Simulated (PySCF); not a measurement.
Predicted microwave data (CAM-B3LYP/def2-SVPD in PySCF (dipole) on a GFN2-xTB geometry, gas phase) for one isomer of CH8F2Si3:

* Rotational constants: A = 2080, B = 1280, C = 958.0 MHz
* Dipole components: |μa| = 0.33 D, |μb| = 1.57 D, |μc| = 0.32 D
* Inertial defect: -110.15 u·Å²
* κ: -0.43

Question: Which candidate fits, each taken in the one conformer that was computed?
A. `[F:1][CH2:2][SiH2:3][Si@@H:4]([F:5])[SiH3:6]` with F1–C2–Si3–Si4 43°, C2–Si3–Si4–F5 176°
B. `[F:1][CH:2]([F:3])[SiH2:4][SiH2:5][SiH3:6]` with F1–C2–Si4–Si5 -61°, C2–Si4–Si5–Si6 20°

Answer: B. It is FC(F)[SiH2][SiH2][SiH3], an asymmetric top, point group C1. The candidates at the same level (rigid rotor, commonest isotopes):

| SMILES | A (MHz) | B (MHz) | C (MHz) | μa (D) | μb (D) | μc (D) | Δ (u·Å²) | point group | rotor |
| --- | --- | --- | --- | --- | --- | --- | --- | --- | --- |
| FC[SiH2][Si@@H](F)[SiH3] | 2068 | 1188 | 813.2 | 1.55 | 0.01 | 0.51 | -48.37 | C1 | asymmetric top |
| FC(F)[SiH2][SiH2][SiH3] | 2080 | 1280 | 958.0 | 0.33 | 1.57 | 0.32 | -110.15 | C1 | asymmetric top |

`FC[SiH2][Si@@H](F)[SiH3]` has C 15 % too low. No structure here is proved a minimum.
